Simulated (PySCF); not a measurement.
C4H5ClSi, SMILES C#C/C=C\[SiH2]Cl.

Coordinates come from a TPSSh-D3(BJ)/def2-SVP optimisation. The structure was generated by enumeration; whether it is a known compound was not checked. Other conformers were not sampled.

Two levels are set side by side: PBE/def2-TZVP (PySCF) and PBE0/def2-TZVP (PySCF). Same geometry, gas phase. Differences are taken from unrounded values.

```json
[
 {"quantity": "orbital gap (eV)", "PBE": "3.84"},
 {"quantity": "highest occupied level (eV)", "PBE": "-6.49"},
 {"quantity": "lowest empty level (eV)", "PBE": "-2.65"},
 {"quantity": "dipole moment (D)", "PBE": "1.89"},
 {"quantity": "mean polarisability (bohr³)", "PBE": "86.6"}
]
```

These are the PBE values. What does PBE0 give? (Estimate from the structure and the level; the computed values follow.)


```json
[
 {"quantity": "orbital gap (eV)", "PBE0": "5.76", "PBE minus PBE0": "-1.91"},
 {"quantity": "highest occupied level (eV)", "PBE0": "-7.53", "PBE minus PBE0": "1.03"},
 {"quantity": "lowest empty level (eV)", "PBE0": "-1.77", "PBE minus PBE0": "-0.88"},
 {"quantity": "dipole moment (D)", "PBE0": "1.94", "PBE minus PBE0": "-0.05"},
 {"quantity": "mean polarisability (bohr³)", "PBE0": "84.2", "PBE minus PBE0": "2.4"}
]
```

Without exact exchange PBE keeps part of each electron's self-repulsion, which lifts occupied levels and narrows the gap. Differences between two approximate levels are no errors against the true value.

Rough cost on one machine, each run with all the roots and properties that it gave: PBE0 against PBE within a factor of 2.
